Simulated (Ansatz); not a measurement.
A geometry relaxed with B3LYP-D3(BJ)/def2-TZVP run with Ansatz (a program for electronic structure), charge 0, multiplicity 1:

```xyz
13

H      1.7332    -1.8520    -1.0641
C      0.0667     2.1784     0.2644
H     -0.9277     2.6207     0.2212
H     -2.2200    -1.2440    -1.0334
H      0.6943     2.6313    -0.5044
In    -0.0076     0.0111    -0.0012
H      2.6832    -0.4626    -0.4929
H      0.5104     2.4100     1.2349
C      1.8448    -1.1193    -0.2640
H     -2.6991    -0.4563     0.4763
C     -1.9192    -1.0479    -0.0019
H     -1.8293    -2.0069     0.5089
H      2.0703    -1.6623     0.6562
```

Question: Write the SMILES of this molecule.

Answer: `[CH3][In]([CH3])[CH3]`
